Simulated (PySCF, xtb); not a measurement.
CdSe, SMILES [Se]=[Cd].

GFN2-xTB in xtb 6.7.1 at its own geometry gives an orbital gap of 1.76 eV and a dipole moment of 7.30 D.

Coordinates come from a PBE0-D3(BJ)/def2-TZVP optimisation. The def2 effective core potentials stand for the cores of Cd; spin–orbit coupling is left out.

What does HF/def2-TZVPD run with PySCF give? (An estimate is asked for; the answer gives what the named calculation found.)

gap 6.64 eV (levels -8.16 and -1.52 eV), dipole 7.48 D.
